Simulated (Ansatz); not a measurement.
```xyz
10

Si    1.062   -0.663    1.079
C     0.661   -0.009   -0.599
C    -0.546    0.447   -0.890
C    -1.877    0.803   -0.745
N    -1.386    1.023   -1.904
H     2.164    0.104    1.722
H     1.493   -2.088    1.028
H    -0.153   -0.562    1.933
H     1.406    0.017   -1.389
H    -2.824    0.927   -0.235
```

The species carries charge 0 and has multiplicity 1.

List the CAM-B3LYP/def2-TZVPP orbital energies in eV (Ansatz 0.2.0). (An estimate is asked.)

Computed: Occupied: -1800.68, -393.15, -281.52, -280.95, -278.48, -145.26, -100.59, -100.58, -100.57, -30.90, -22.70, -19.19, -17.78, -16.62, -14.54, -14.07, -13.72, -11.64, -11.13, -10.95, -9.70, -8.36. Lowest empty: -0.33, 1.60, 1.90, 2.23, 2.43, 2.91, 2.99, 3.15.
